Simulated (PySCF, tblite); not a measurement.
C5H12O2Si.
Structure used (GFN2-xTB), in Å, numbered top down from 1:
```xyz
20
C5H12O2Si angstrom
C      1.3199    0.7293    1.3387
C      1.0536   -0.0356    0.0556
Si     0.9425    0.8535   -1.6286
O     -0.5234    0.0852   -1.5890
C     -0.4012   -0.4647   -0.2538
C     -0.6010   -1.9691   -0.2998
C     -1.4765    0.1983    0.6144
O     -1.5050    1.5919    0.4636
H      0.6775    1.6015    1.4152
H      1.1544    0.0979    2.2119
H      2.3561    1.0620    1.3541
H      1.6997   -0.9159    0.0292
H      1.7820    0.3477   -2.7065
H      0.8094    2.3051   -1.6023
H     -0.4923   -2.3877    0.6979
H      0.1375   -2.4171   -0.9603
H     -1.5916   -2.2073   -0.6810
H     -1.2842   -0.0018    1.6697
H     -2.4533   -0.2318    0.3476
H     -1.6093    1.7690   -0.4797
```

Jobs on this species (20 atoms, 72 electrons) with PySCF (density fitting) and tblite. Hardware of each: an Arm Neoverse N1 with one thread, no GPU (shared host). Times come from a shared host and carry two figures at best.

```csv
level and settings,work,basis functions,SCF cycles,wall time
GFN2-xTB,L-BFGS relaxation,–,–,?
GFN2-xTB,Hessian by finite differences,–,–,1.3 s
PBE0/pcSseg-1,"shieldings, ring-centre shieldings, charges and field gradients",203,14,74 s
```

Fill in the missing figures.

- GFN2-xTB; L-BFGS relaxation: 1.4 s

What do all jobs in the table cost together?

About 77 s; the longest takes about 96 % of that, and about 57 times as long as the shortest.
